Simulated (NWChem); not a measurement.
System: C$_{3}$H$_{2}$F$_{3}$ cation

Parts of the log:

```
             Northwest Computational Chemistry Package (NWChem) 7.3.0
             --------------------------------------------------------

 CS  symmetry detected

                             Geometry "geometry" -> ""
                             -------------------------

 Output coordinates in angstroms (scale by  1.889725989 to convert to a.u.)

  No.       Tag          Charge          X              Y              Z
 ---- ---------------- ---------- -------------- -------------- --------------
    1 C                    6.0000    -1.29916607    -1.35979897     0.00000000
    2 C                    6.0000    -0.07481949    -0.74979508     0.00000000
    3 F                    9.0000     1.06973376    -1.39626631     0.00000000
    4 C                    6.0000     0.04513282     0.68214799     0.00000000
    5 F                    9.0000    -0.96283252     1.45854533     0.00000000
    6 F                    9.0000     1.17772308     1.24873480     0.00000000
    7 H                    1.0000    -2.23117074    -0.77250776     0.00000000
    8 H                    1.0000    -1.35733165    -2.46194028     0.00000000

 Effective nuclear repulsion energy (a.u.)     236.2486508035

      Symmetry information
      --------------------

 Group name             Cs
 Group number              2
 Group order               2
 No. of unique centers     8

                                 NWChem DFT Module
                                 -----------------

 Summary of "ao basis" -> "ao basis" (spherical)
 ------------------------------------------------------------------------------
       Tag                 Description            Shells   Functions and Types
 ---------------- ------------------------------  ------  ---------------------
 C                        aug-pcseg-1                9       23   4s3p2d
 F                        aug-pcseg-1                9       23   4s3p2d
 H                        aug-pcseg-1                5        9   3s2p

      Symmetry analysis of basis
      --------------------------

        a'        110
        a"         46

            General Information
            -------------------
          SCF calculation type: DFT
          Wavefunction type:  closed shell.
          No. of atoms     :     8
          No. of electrons :    46
           Alpha electrons :    23
            Beta electrons :    23
          Charge           :     1
          Spin multiplicity:     1
          Use of symmetry is: on ; symmetry adaption is: on
          Maximum number of iterations: 150
          AO basis - number of functions:   156
                     number of shells:    64
          Convergence on energy requested:  1.00D-06
          Convergence on density requested:  1.00D-05
          Convergence on gradient requested:  5.00D-04

              XC Information
              --------------
                         PBE0 Method XC Functional
                     Hartree-Fock (Exact) Exchange  0.250
          PerdewBurkeErnzerhof Exchange Functional  0.750
            Perdew 1991 LDA Correlation Functional  1.000 local
           PerdewBurkeErnz. Correlation Functional  1.000 non-local

             Grid Information
             ----------------
          Grid used for XC integration:  medium
          Radial quadrature: Mura-Knowles
          Angular quadrature: Lebedev.
          Tag              B.-S. Rad. Rad. Pts. Rad. Cut. Ang. Pts.
          ---              ---------- --------- --------- ---------
          C                   0.70       49          15.0       434
          F                   0.50       49          15.0       434
          H                   0.35       45          14.0       434
          Grid pruning is: on
          Number of quadrature shells:   384
          Spatial weights used:  Erf1

      Superposition of Atomic Density Guess
      -------------------------------------

 Sum of atomic energies:        -411.99678414

 Renormalizing density from      47.00 to     46

      Non-variational initial energy
      ------------------------------

 Total energy =    -408.783718
 1-e energy   =   -1016.851580
 2-e energy   =     371.819211
 HOMO         =      -0.616056
 LUMO         =      -0.381948

      Symmetry analysis of molecular orbitals - initial
      -------------------------------------------------

  Numbering of irreducible representations:

     1 a'          2 a"

  Orbital symmetries:

     1 a'          2 a'          3 a'          4 a'          5 a'
     6 a'          7 a'          8 a'          9 a'         10 a'
    11 a'         12 a'         13 a'         14 a'         15 a"
    16 a"         17 a'         18 a"         19 a'         20 a'
    21 a'         22 a'         23 a"         24 a"         25 a'
    26 a"         27 a'         28 a'         29 a'         30 a"
    31 a'         32 a'         33 a'

     ---------------------------------------------
      Total Density - Mulliken Population Analysis
     ---------------------------------------------

    Atom       Charge   Shell Charges
 -----------   ------   -------------------------------------------------------
    1 C    6     6.07   2.00  0.84  0.55 -0.04  1.94  0.76  0.01  0.02 -0.01
    2 C    6     5.72   2.00  0.78  0.32  0.19  1.85  0.60 -0.07  0.08 -0.01
    3 F    9     9.84   2.00  0.99  0.98  0.05  3.69  1.95  0.15  0.01  0.02
    4 C    6     3.65   2.00  0.73  0.16 -0.03  1.29 -0.39  0.01  0.12 -0.24
    5 F    9     9.71   2.00  0.99  0.97  0.07  3.64  1.91  0.10  0.01  0.03
    6 F    9     9.70   2.00  0.99  0.98  0.05  3.64  1.90  0.11  0.01  0.02
    7 H    1     0.63   0.64  0.05 -0.02  0.02 -0.05
    8 H    1     0.68   0.64  0.05 -0.01  0.02 -0.02

   convergence    iter        energy       DeltaE   RMS-Dens  Diis-err
 ---------------- ----- ----------------- --------- --------- ---------
 d= 0,ls=0.0,diis     1   -413.9597733779 -6.50D+02  1.98D-02  2.39D+00
 d= 0,ls=0.0,diis     2   -413.5982235876  3.62D-01  1.20D-02  7.11D+00
 d= 0,ls=0.0,diis     3   -414.1789731106 -5.81D-01  1.56D-03  1.81D-02
 d= 0,ls=0.0,diis     4   -414.1791153253 -1.42D-04  6.70D-04  1.85D-02
 d= 0,ls=0.0,diis     5   -414.1808393378 -1.72D-03  1.42D-04  3.46D-04
  Resetting Diis
 d= 0,ls=0.0,diis     6   -414.1808630539 -2.37D-05  6.45D-05  8.18D-05
 d= 0,ls=0.0,diis     7   -414.1808726973 -9.64D-06  3.40D-05  3.38D-06
 d= 0,ls=0.0,diis     8   -414.1808714204  1.28D-06  2.32D-05  1.35D-05
 d= 0,ls=0.0,diis     9   -414.1808731736 -1.75D-06  1.55D-06  3.63D-08
 d= 0,ls=0.0,diis    10   -414.1808731755 -1.89D-09  8.92D-07  1.43D-08

         Total DFT energy =     -414.180873175478
      One electron energy =    -1028.784464376193
           Coulomb energy =      425.880929976479
    Exchange-Corr. energy =      -47.525989579234
 Nuclear repulsion energy =      236.248650803470

 Numeric. integr. density =       46.000006211313

                  Occupations of the irreducible representations
                  ----------------------------------------------

                     irrep           alpha         beta
                     --------     --------     --------
                     a'               19.0         19.0
                     a"                4.0          4.0

                       DFT Final Molecular Orbital Analysis
                       ------------------------------------

 Vector   21  Occ=2.000000D+00  E=-6.844695D-01  Symmetry=a'
              MO Center= -1.1D+00, -1.3D+00,  2.4D-17, r^2= 2.4D+00
   Bfn.  Coefficient  Atom+Function         Bfn.  Coefficient  Atom+Function
  ----- ------------  ---------------      ----- ------------  ---------------
     6      0.418961  1 C  py               148     -0.336036  8 H  s
   139      0.285395  7 H  s                 27     -0.279304  2 C  s
    72     -0.246913  4 C  s                 32      0.206642  2 C  py
    78      0.203098  4 C  py                 9      0.197887  1 C  py
   121     -0.181082  6 F  py                 4      0.162370  1 C  s

 Vector   22  Occ=2.000000D+00  E=-6.572692D-01  Symmetry=a'
              MO Center=  4.8D-01, -1.1D+00, -6.6D-17, r^2= 2.0D+00
   Bfn.  Coefficient  Atom+Function         Bfn.  Coefficient  Atom+Function
  ----- ------------  ---------------      ----- ------------  ---------------
    52      0.503818  3 F  py                55      0.363721  3 F  py
    51      0.295173  3 F  px               119      0.245265  6 F  s
    32     -0.228708  2 C  py                 5      0.226200  1 C  px
    54      0.210536  3 F  px                31     -0.181463  2 C  px
    75      0.180607  4 C  py               149     -0.180221  8 H  s

 Vector   23  Occ=2.000000D+00  E=-5.559792D-01  Symmetry=a"
              MO Center= -2.4D-01, -7.7D-01, -6.7D-16, r^2= 2.3D+00
   Bfn.  Coefficient  Atom+Function         Bfn.  Coefficient  Atom+Function
  ----- ------------  ---------------      ----- ------------  ---------------
    30      0.372929  2 C  pz                 7      0.347852  1 C  pz
    53     -0.346181  3 F  pz                33      0.327757  2 C  pz
    56     -0.254859  3 F  pz                76      0.218756  4 C  pz
    10      0.184971  1 C  pz                99     -0.159797  5 F  pz
   122     -0.141143  6 F  pz               102     -0.117506  5 F  pz

 Vector   24  Occ=0.000000D+00  E=-3.740227D-01  Symmetry=a"
              MO Center= -4.9D-01, -1.1D-01, -1.7D-16, r^2= 2.8D+00
   Bfn.  Coefficient  Atom+Function         Bfn.  Coefficient  Atom+Function
  ----- ------------  ---------------      ----- ------------  ---------------
    76     -0.529729  4 C  pz                79     -0.512652  4 C  pz
    10      0.501488  1 C  pz                 7      0.410477  1 C  pz
   122      0.238919  6 F  pz                99      0.220660  5 F  pz
   125      0.192232  6 F  pz               102      0.171079  5 F  pz
    43      0.150754  2 C  d -1              45     -0.134780  2 C  d  1

 Vector   25  Occ=0.000000D+00  E=-1.981753D-01  Symmetry=a"
              MO Center= -4.4D-01, -5.7D-01, -6.3D-17, r^2= 2.7D+00
   Bfn.  Coefficient  Atom+Function         Bfn.  Coefficient  Atom+Function
  ----- ------------  ---------------      ----- ------------  ---------------
    33      0.791727  2 C  pz                30      0.557953  2 C  pz
    10     -0.539275  1 C  pz                79     -0.484466  4 C  pz
    76     -0.411920  4 C  pz                 7     -0.308450  1 C  pz
    53     -0.188724  3 F  pz                36      0.181292  2 C  pz
    13     -0.169892  1 C  pz                56     -0.155553  3 F  pz

 Vector   26  Occ=0.000000D+00  E=-1.765397D-01  Symmetry=a'
              MO Center= -1.7D-01,  3.2D-01, -8.4D-17, r^2= 6.9D+00
   Bfn.  Coefficient  Atom+Function         Bfn.  Coefficient  Atom+Function
  ----- ------------  ---------------      ----- ------------  ---------------
    72      0.841601  4 C  s                  4      0.813257  1 C  s
    32     -0.661109  2 C  py               149     -0.518457  8 H  s
     3     -0.467689  1 C  s                140      0.449135  7 H  s
   141      0.436028  7 H  s                 26     -0.341410  2 C  s
    11      0.336347  1 C  px                42      0.328499  2 C  d -2

     ---------------------------------------------
      Total Density - Mulliken Population Analysis
     ---------------------------------------------

    Atom       Charge   Shell Charges
 -----------   ------   -------------------------------------------------------
    1 C    6     6.10   2.00  0.77  0.66  0.01  2.00  0.64  0.02  0.02 -0.01
    2 C    6     5.65   1.99  0.73  0.31  0.15  2.05  0.38 -0.06  0.08  0.00
    3 F    9     9.69   2.00  0.95  1.04  0.12  3.40  1.97  0.19  0.01  0.02
    4 C    6     4.13   2.00  0.77  0.13 -0.09  1.85 -0.41  0.01  0.14 -0.27
    5 F    9     9.56   2.00  0.96  1.03  0.13  3.40  1.88  0.12  0.02  0.03
    6 F    9     9.56   2.00  0.96  1.03  0.13  3.40  1.86  0.13  0.02  0.03
    7 H    1     0.64   0.73 -0.03 -0.02  0.02 -0.07
    8 H    1     0.66   0.73 -0.03 -0.01  0.02 -0.04

     -------------------------------------------
      Total Density - Lowdin Population Analysis
     -------------------------------------------

    Atom       Charge   Shell Charges
 -----------   ------   -------------------------------------------------------
    1 C    6     5.67   1.98  0.51  0.26  0.06  1.78  0.76  0.05  0.05  0.20
    2 C    6     5.95   1.98  0.43  0.19  0.06  1.81  0.69  0.07  0.20  0.54
    3 F    9     9.10   1.99  0.89  0.66  0.10  3.29  1.75  0.18  0.02  0.21
    4 C    6     5.59   1.97  0.42  0.17  0.05  1.59  0.51  0.06  0.32  0.51
    5 F    9     8.96   1.99  0.90  0.65  0.10  3.28  1.68  0.17  0.02  0.18
    6 F    9     8.94   1.99  0.90  0.65  0.10  3.27  1.66  0.16  0.02  0.18
    7 H    1     0.90   0.56  0.13  0.02  0.05  0.14
    8 H    1     0.89   0.56  0.13  0.02  0.05  0.13

     Multipole analysis of the density
     ---------------------------------

     L   x y z        total         alpha         beta         nuclear
     -   - - -        -----         -----         ----         -------
     0   0 0 0      1.000000    -23.000000    -23.000000     47.000000

     1   1 0 0     -1.263416     -0.631708     -0.631708      0.000000
     1   0 1 0     -0.431480     -0.215740     -0.215740      0.000000
     1   0 0 1     -0.000000     -0.000000     -0.000000      0.000000

     2   2 0 0    -17.026388    -94.431131    -94.431131    171.835874
     2   1 1 0      4.139524     -3.894763     -3.894763     11.929051
     2   1 0 1     -0.000000     -0.000000     -0.000000      0.000000
     2   0 2 0    -15.279313   -140.918246   -140.918246    266.557178
     2   0 1 1     -0.000000     -0.000000     -0.000000      0.000000
     2   0 0 2    -21.900428    -10.950214    -10.950214      0.000000
```

Level: PBE0/aug-pcseg-1. Coordinates come from a PBE-D3(BJ)/def2-SVP optimisation.

Q: Which NWChem input produces such a log?

A: One answer among several that fit: the input that was run:
```
start job
memory heap 200 mb stack 900 mb global 1100 mb
charge 1
geometry units angstroms noautoz
  C     -1.255104    -1.403411     0.000000
  C     -0.050022    -0.756181     0.000000
  F      1.113801    -1.367281     0.000000
  C      0.026001     0.678765     0.000000
  F     -1.005279     1.423915     0.000000
  F      1.140700     1.279787     0.000000
  H     -2.204665    -0.844951     0.000000
  H     -1.279474    -2.506817     0.000000
end
basis spherical
  * library aug-pcseg-1
end
dft
  xc pbe0
  iterations 150
  mulliken
end
task dft energy
```
